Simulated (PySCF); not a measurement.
Input for PySCF: R-B3LYP/6-31G* on CH3BO (a complex), monomers drawn apart or pushed together.

```python
from pyscf import gto, scf, dft, mp
from pyscf.data.elements import chemcore

mol = gto.M(
    atom='''
    B     0.05092971   -0.01422898    0.50933895
    H     0.35862152    1.07006016    0.11994969
    H     0.91233479   -0.82054991    0.33790774
    H    -1.00059855   -0.37162160    0.07540596
    C    -0.27288078    0.20789004    3.25423418
    O    -0.14073534    0.11759002    2.13306425
    ''',
    basis='6-31g*',
    cart=True,
    charge=0, spin=0, verbose=3, max_memory=1800)
mf = dft.RKS(mol, xc='b3lyp')
mf.conv_tol = 1e-8
mf.max_cycle = 100
mf.kernel()
if not mf.converged:
    mf = mf.newton().run(mf.mo_coeff, mf.mo_occ)
```

It printed:

```
converged SCF energy = -139.911645339783
```

The calculation finished and met its thresholds.

Cost: around 2.6 core-seconds (rough).
